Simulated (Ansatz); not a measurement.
```yaml
crystal:
  periodic: [false, false, false]
  atoms:
    - {symbol: N, position_ang: [0.367993, 2.115658, -1.162125]}
    - {symbol: C, position_ang: [0.405500, 1.142505, -0.455862]}
    - {symbol: N, position_ang: [0.434848, 0.055302, 0.114011]}
    - {symbol: Sn, position_ang: [-1.179665, -1.753252, -0.091702]}
    - {symbol: H, position_ang: [-0.144634, 2.949910, -0.913763]}
    - {symbol: H, position_ang: [1.159820, -0.128608, 0.795865]}
    - {symbol: H, position_ang: [0.264891, -2.785603, -0.026231]}
    - {symbol: H, position_ang: [-1.216552, -1.653212, 1.684009]}
basis:
  gaussian: {orbitals: def2-SVPD}
total_charge: 5
magnetization: {spin_polarized: true, initial_magnetization: 1}
hamiltonian: {xc: {name: CAM-B3LYP}, dispersion: d3bj}
```

```sh
$ ansatz run in.yaml --threads 2 --pin off --events-out ev --progress --plain --max-ram 4352MiB
```

Shortened log:

```
Functional definition: CAM-B3LYP
1177 factors; their error is unknown
443 factors; integrals over basis functions are off by at most 1.5e-5 eV
mean field evaluation 1: about -9691.1103 eV, gradient 1.1e2 eV
mean field evaluation 2: about -8671.4155 eV, gradient 2.1e2 eV
mean field evaluation 4: about -9656.1511 eV, gradient 9.6e1 eV
mean field evaluation 8: about -9798.2626 eV, gradient 1.7e1 eV
mean field evaluation 16: about -9800.5522 eV, gradient 4.6e0 eV
mean field evaluation 32: about -9793.9191 eV, gradient 3.0e1 eV
mean field evaluation 64: about -9801.9761 eV, gradient 1.2e-1 eV
mean field evaluation 96: about -9801.6314 eV, gradient 1.7e-2 eV
mean field -9802.02323511 eV, -360.2177098402 hartree, gradient 2.1e-5 eV, S^2 1.841375; 4 other end points of the search recorded, 0 dependent functions left out
reference -9802.02335982 eV, -360.2177144233 hartree; 21, 20 occupied and 103, 104 virtual orbitals, 1177 factors
Total energy: -9802.15721271 eV, -360.2226334262 hartree
```

Q: What is wrong with this run?

A: The charge is far from anything that the molecule holds. The calculation finished and met its thresholds. The result belongs to that input, not to the molecule as meant.
